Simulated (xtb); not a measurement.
trifluoromethane (CHF3), singlet, at a GFN2-xTB geometry, atoms displaced at random by about 0.06 Å a coordinate; GFN2-xTB in xtb.

Input for xtb:
```
$ xtb mol.xyz --gfn 2 --chrg 0 --uhf 0 --opt --json

# file mol.xyz
5

C     -0.01073598    -0.11760467     0.38606466
H     -0.04614808    -0.01297360     1.42998602
F     -0.07198138     1.34904298    -0.10918548
F      1.00618644    -0.67102097    -0.11818869
F     -1.07062531    -0.71837530    -0.05488152
```

Output, abridged:

```
   ID    Z sym.   atoms
    1    6 C      1
    2    1 H      2
    3    9 F      3-5

           -------------------------------------------------
          |                Calculation Setup                |
           -------------------------------------------------

           -------------------------------------------------
          |                 G F N 2 - x T B                 |
           -------------------------------------------------

          ...................................................
          :                      SETUP                      :
          :.................................................:
          :  # basis functions                  17          :
          :  # atomic orbitals                  17          :
          :  # shells                            9          :
          :  # electrons                        26          :
          :  max. iterations                   250          :
          :  Hamiltonian                  GFN2-xTB          :
          :  restarted?                      false          :
          :  GBSA solvation                  false          :
          :  PC potential                    false          :
          :  electronic temp.          300.0000000     K    :
          :  accuracy                    1.0000000          :
          :  -> integral cutoff          0.2500000E+02      :
          :  -> integral neglect         0.1000000E-07      :
          :  -> SCF convergence          0.1000000E-05 Eh   :
          :  -> wf. convergence          0.1000000E-03 e    :
          :  Broyden damping             0.4000000          :
          :  net charge                          0          :
          :  unpaired electrons                  0          :
          ...................................................

 iter      E             dE          RMSdq      gap      omega  full diag
   1    -16.8288229 -0.168288E+02  0.570E+00    9.80       0.0  T
   2    -16.8831367 -0.543138E-01  0.279E+00    8.60       1.0  T
   3    -16.8851646 -0.202795E-02  0.154E+00    8.85       1.0  T
   4    -16.8854884 -0.323767E-03  0.193E-01    8.76       1.0  T
   5    -16.8855197 -0.313064E-04  0.553E-02    8.83       1.0  T
   6    -16.8855225 -0.274396E-05  0.254E-02    8.82       1.8  T
   7    -16.8855225 -0.683043E-07  0.195E-03    8.82      22.9  T
   8    -16.8855225 -0.179495E-08  0.634E-04    8.82      70.6  T
   9    -16.8855225 -0.124756E-08  0.160E-04    8.82     279.2  T

[...]
         :: total energy             -16.825057748665 Eh    ::
 * total energy  :   -16.8250577 Eh     change       -0.2376055E-10 Eh
 * total energy  :   -16.8370771 Eh     change       -0.1201933E-01 Eh
 * total energy  :   -16.8432816 Eh     change       -0.6204569E-02 Eh
 * total energy  :   -16.8456529 Eh     change       -0.2371244E-02 Eh
 * total energy  :   -16.8461354 Eh     change       -0.4824944E-03 Eh
 * total energy  :   -16.8462336 Eh     change       -0.9817923E-04 Eh
 * total energy  :   -16.8462442 Eh     change       -0.1059739E-04 Eh
 * total energy  :   -16.8462460 Eh     change       -0.1796387E-05 Eh
   *** GEOMETRY OPTIMIZATION CONVERGED AFTER 8 ITERATIONS ***
         :: total energy             -16.846245961224 Eh    ::
[...]
        16                          0.0710039               1.9321
        17                          0.1200737               3.2674
      -------------------------------------------------------------
                  HL-Gap            0.5900850 Eh           16.0570 eV
             Fermi-level           -0.2297514 Eh           -6.2519 eV

     #   Z          covCN         q      C6AA      α(0)
     1   6 C        3.275     0.468    18.276     6.886
     2   1 H        0.923     0.085     1.927     2.171
     3   9 F        0.789    -0.184    11.075     3.931
     4   9 F        0.789    -0.184    11.073     3.931
     5   9 F        0.789    -0.184    11.075     3.931

 Mol. C6AA /au·bohr⁶  :        240.683631
 Mol. C8AA /au·bohr⁸  :       4694.350299
 Mol. α(0) /au        :         20.850286

Wiberg/Mayer (AO) data.
largest (>0.10) Wiberg bond orders for each atom

 ---------------------------------------------------------------------------
     #   Z sym  total        # sym  WBO       # sym  WBO       # sym  WBO
 ---------------------------------------------------------------------------
     1   6 C    3.846 --     4 F    0.973     5 F    0.972     3 F    0.972
                             2 H    0.928
     2   1 H    0.993 --     1 C    0.928
     3   9 F    1.090 --     1 C    0.972
     4   9 F    1.090 --     1 C    0.973
     5   9 F    1.090 --     1 C    0.972
 ---------------------------------------------------------------------------

Topologies differ in total number of bonds
Writing topology from bond orders to xtbtopo.mol

molecular dipole:
                 x           y           z       tot (Debye)
 q only:        0.012       0.003       0.664
   full:        0.015       0.004       0.837       2.129
molecular quadrupole (traceless):
                xx          xy          yy          xz          yz          zz
 q only:       -1.193      -0.002      -1.193      -0.022      -0.047       2.386
  q+dip:       -2.271      -0.002      -2.270       0.012      -0.048       4.541
   full:       -1.973      -0.002      -1.973      -0.003      -0.052       3.945

optimized geometry written to: xtbopt.xyz

           -------------------------------------------------
          | TOTAL ENERGY              -16.846245961224 Eh   |
          | GRADIENT NORM               0.000817210619 Eh/α |
          | HOMO-LUMO GAP              16.057029912932 eV   |
           -------------------------------------------------

normal termination of xtb
```
